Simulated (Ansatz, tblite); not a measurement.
Forces on Zn₁₂H₃₀Se₁₂ at its PBE-D4/def2-SVP geometry. Charge 0, multiplicity 1.

The xTB rows come from tblite. Single mean-field runs in def2-SVP are fitted with def2-universal-jkfit. In the singlet geometry the species has come apart into loosely held pieces. In the singlet, H42 and H51 lie 0.78 Å apart, H37 and H47 lie 0.78 Å apart, H25 and H30 lie 0.78 Å apart (atoms count from 1), so H2 has formed as a molecule.

GFN2-xTB (tblite), largest force 1.27 eV/Å:

```xyz
54
positions Å, forces eV/Å
Zn   -0.058    4.531    1.803   -0.360    0.643    0.873
Se   -1.226    1.907    4.406    0.459    0.339    0.842
Zn    0.514    3.639   -0.609   -0.049    0.288    0.118
Se    2.850    3.356   -1.340    0.379   -0.128    0.681
Se   -0.238    2.064    1.195    0.143    0.838   -0.134
Zn    1.938    0.888    1.404    0.649    0.369    0.291
Zn   -1.313   -0.734    4.022   -0.413   -0.637    0.863
Se    0.950   -1.063    2.924    0.649   -0.172    1.079
Zn    2.665    1.092   -2.296    0.289   -0.035   -0.102
Se    2.120   -0.625   -0.547    0.672    0.245   -0.467
Zn    4.443   -0.703   -1.566    0.979   -0.468    0.276
Zn    1.030   -3.484    2.174   -0.181   -0.877    0.736
Se    3.261   -3.513    0.706    0.932   -0.176    0.476
Se   -1.101    3.807   -2.459   -0.675   -0.042    0.362
Zn   -2.330    1.277    0.099   -0.675    0.517   -0.060
Se   -2.667   -0.662    1.867   -1.097   -0.037    0.600
Zn   -0.875    1.513   -3.314   -0.176   -0.001   -0.247
Se    1.304    0.982   -4.339   -0.040   -0.762   -0.120
Se   -1.612   -0.274   -1.716   -0.185    0.301   -0.793
Zn    0.356   -1.768   -1.880    0.190   -0.436   -0.695
Zn   -2.878   -3.055    1.013   -0.482   -0.809    0.676
Se   -0.504   -3.246    0.148   -0.093   -1.239   -0.229
Zn   -2.900   -0.057   -3.894   -0.695   -0.649   -0.589
Se   -4.203   -2.339   -1.188   -0.387   -0.760   -0.654
H     2.155    4.467    2.612   -0.188    0.794    0.277
H    -0.504    5.165    3.151    0.165   -0.402   -0.750
H     0.245    2.090    4.403   -0.532   -0.066    0.102
H    -1.238    1.743    5.894    0.053    0.193   -0.525
H     0.455    5.135    0.308   -0.081   -0.279   -0.003
H     2.306    3.754    2.340    0.373   -0.748   -0.201
H     3.240    2.795   -0.008   -0.045    0.353   -0.634
H     3.179    1.703    1.947   -0.663   -0.556   -0.292
H    -1.794   -1.484    5.307    0.270    0.371   -0.719
H     1.736   -1.227    4.174   -0.233    0.075   -0.421
H     4.278    0.535   -2.709   -0.210   -0.014    0.196
H     5.644   -1.506   -0.986   -0.678    0.477   -0.223
H     3.968   -2.361   -3.130    0.874   -0.149   -0.067
H     0.975   -4.697    3.159   -0.001    0.682   -0.531
H     4.054   -2.436    1.345   -0.258   -0.491   -0.187
H     3.907   -4.554    1.567   -0.106    0.416   -0.367
H    -2.220    3.377   -1.556    0.446    0.351   -0.475
H    -4.201    1.404   -2.412    0.312    0.349    0.793
H    -3.507    2.274   -0.245    0.682   -0.568    0.258
H    -4.014   -0.557    2.482    0.463   -0.002   -0.235
H    -2.119    1.299   -4.537    0.127   -0.122    0.225
H     1.075   -0.485   -4.136    0.136    0.667   -0.263
H     3.207   -2.219   -3.056   -0.907   -0.023   -0.081
H     0.790   -2.460   -3.233   -0.315    0.368    0.780
H    -3.615   -4.194    1.790    0.427    0.621   -0.402
H    -0.530   -4.685   -0.216    0.027    0.494    0.089
H    -4.643    1.217   -3.023   -0.496   -0.232   -0.710
H    -3.876   -1.129   -4.461    0.607    0.515    0.331
H    -5.104   -3.534   -1.130    0.297    0.460   -0.159
H    -3.381   -2.963   -2.252   -0.379    0.153    0.413
```

PBE-D4/def2-SVP (Ansatz), largest force 0.01 eV/Å:

```
Zn 0.001 0.001 0.000
Se -0.001 0.001 0.002
Zn -0.001 0.000 -0.001
Se 0.000 0.000 0.000
Se 0.000 -0.002 0.001
Zn -0.002 0.000 0.001
Zn 0.000 0.001 -0.001
Se 0.001 0.000 -0.002
Zn -0.001 0.002 -0.001
Se -0.001 -0.002 0.002
Zn 0.000 -0.001 0.000
Zn 0.000 -0.002 0.001
Se 0.001 0.001 0.000
Se 0.001 -0.001 0.000
Zn 0.002 -0.003 0.002
Se 0.001 0.003 -0.001
Zn 0.001 0.002 -0.002
Se 0.000 -0.001 0.001
Se -0.003 0.001 0.002
Zn 0.002 -0.001 0.000
Zn 0.000 0.000 -0.001
Se 0.000 0.002 0.000
Zn -0.001 -0.001 0.001
Se -0.001 -0.001 0.002
H 0.001 -0.006 -0.002
H 0.000 0.000 0.000
H 0.002 0.000 -0.002
H 0.000 0.000 0.000
H 0.000 -0.001 0.001
H -0.002 0.006 0.002
H 0.001 0.000 0.000
H 0.000 0.000 -0.001
H -0.001 -0.001 0.001
H -0.001 -0.001 -0.001
H -0.001 0.000 0.000
H 0.001 0.000 0.000
H -0.012 0.002 0.000
H 0.000 0.000 0.000
H 0.000 -0.001 0.000
H -0.001 0.001 -0.001
H -0.001 0.001 0.001
H 0.001 0.000 0.001
H -0.001 0.003 -0.002
H 0.001 0.000 0.000
H 0.000 0.000 0.001
H 0.001 0.000 -0.001
H 0.013 -0.002 0.000
H 0.000 0.000 0.001
H 0.000 0.000 0.000
H 0.000 0.001 0.000
H -0.001 0.000 -0.002
H 0.000 0.000 -0.001
H -0.002 0.000 0.000
H 0.002 0.000 -0.002
```

PBE0-D4/def2-SVP (Ansatz), largest force 0.53 eV/Å:

```
Zn -0.022 -0.023 0.059
Se 0.314 -0.042 0.419
Zn 0.014 -0.014 -0.079
Se 0.017 -0.185 0.299
Se 0.059 0.122 -0.084
Zn -0.062 -0.048 -0.028
Zn 0.004 0.038 -0.060
Se 0.163 -0.070 0.316
Zn -0.046 0.062 -0.032
Se 0.073 0.094 -0.103
Zn -0.001 -0.064 0.027
Zn 0.000 0.043 -0.048
Se 0.336 -0.060 0.408
Se -0.202 -0.174 0.237
Zn 0.049 -0.050 0.029
Se -0.309 -0.016 0.170
Zn 0.062 0.057 0.003
Se -0.075 -0.319 0.138
Se 0.020 0.093 -0.125
Zn -0.023 0.027 0.069
Zn 0.027 0.056 -0.030
Se -0.025 -0.354 -0.044
Zn -0.049 -0.036 0.035
Se -0.064 -0.494 -0.191
H 0.065 -0.257 -0.095
H 0.003 0.011 0.004
H -0.299 -0.028 -0.029
H -0.026 0.045 -0.347
H -0.010 -0.050 0.007
H -0.071 0.274 0.098
H -0.047 0.151 -0.287
H 0.001 -0.009 0.004
H 0.002 0.001 0.006
H -0.159 0.044 -0.271
H -0.037 -0.006 0.034
H 0.013 0.000 0.001
H -0.279 0.049 0.022
H 0.005 -0.001 0.000
H -0.177 -0.201 -0.152
H -0.161 0.223 -0.223
H 0.219 0.133 -0.214
H -0.151 -0.076 -0.228
H -0.003 0.000 0.006
H 0.286 -0.012 -0.138
H 0.020 -0.023 0.041
H 0.063 0.314 -0.091
H 0.296 -0.046 -0.018
H -0.007 -0.004 0.002
H -0.005 -0.003 -0.003
H 0.012 0.310 0.066
H 0.150 0.068 0.213
H -0.004 -0.005 -0.010
H 0.188 0.298 0.000
H -0.149 0.154 0.216
```
